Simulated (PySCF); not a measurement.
Input for PySCF: R-BP86/6-31G* on LiBe-, 2S+1 = 1, a point of a bond scan (R = 2.995 Å). Charge -1.

```python
from pyscf import gto, scf, dft, mp
from pyscf.data.elements import chemcore

mol = gto.M(
    atom='''
    Li    0.00000000    0.00000000    0.00000000
    Be    0.00000000    0.00000000    2.99466400
    ''',
    basis='6-31g*',
    cart=True,
    charge=-1, spin=0, verbose=3, max_memory=1800)
mf = dft.RKS(mol, xc='b88,p86')
mf.conv_tol = 1e-8
mf.max_cycle = 100
mf.kernel()
if not mf.converged:
    mf = mf.newton().run(mf.mo_coeff, mf.mo_occ)
```

Question: Predict the final total energy.

Answer: -22.1658 hartree.
